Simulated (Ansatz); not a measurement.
Relaxation of F₂H₅NO₂Zr (11 atoms, charge 0, multiplicity 1), to a largest force component of 0.03 eV/Å in at most 50 steps.

Method: RKS PBE-D4/def2-SVP in Ansatz 0.2.0.

```xyz
11
Properties=species:S:1:pos:R:3
Zr -0.046 0.118 0.044
N -0.033 0.054 2.205
H -0.882 0.127 2.779
H 0.754 0.385 2.777
F 1.678 0.557 -0.664
O -1.276 1.470 -0.518
H -1.992 2.029 -0.847
F -0.806 -1.539 -0.602
O 1.512 -2.460 1.277
H 0.840 -3.024 0.847
H 0.962 -1.952 1.933
```

Task: Where does it end, and by what steps?

Result: The run converged. After 8 steps the energy has fallen by 0.433 eV; O9 moved furthest, 0.55 Å. Joined: Zr1–O9 (3.26 → 2.43 Å).

| step | energy less start (eV) | largest force component (eV/Å) | accepted |
| --- | --- | --- | --- |
| 0 | 0.0000 | 1.533 | yes |
| 1 | -0.1602 | 1.113 | yes |
| 2 | -0.3034 | 0.937 | yes |
| 3 | -0.4047 | 0.685 | yes |
| 4 | -0.4244 | 0.179 | yes |
| 5 | -0.4289 | 0.260 | yes |
| 6 | -0.4314 | 0.115 | yes |
| 7 | -0.4322 | 0.031 | yes |
| 8 | -0.4326 | 0.014 | yes |

```xyz
11
Properties=species:S:1:pos:R:3
Zr 0.078 -0.117 0.138
N -0.016 -0.029 2.238
H -0.896 0.179 2.726
H 0.742 0.357 2.819
F 1.755 0.441 -0.628
O -1.158 1.261 -0.398
H -1.840 1.858 -0.731
F -0.872 -1.666 -0.567
O 1.300 -2.010 1.043
H 0.798 -2.782 0.714
H 0.821 -1.727 1.876
```

The run took 17 s on 4 threads of Arm Neoverse V1, with other jobs on the host, peak memory 0.18 GiB.
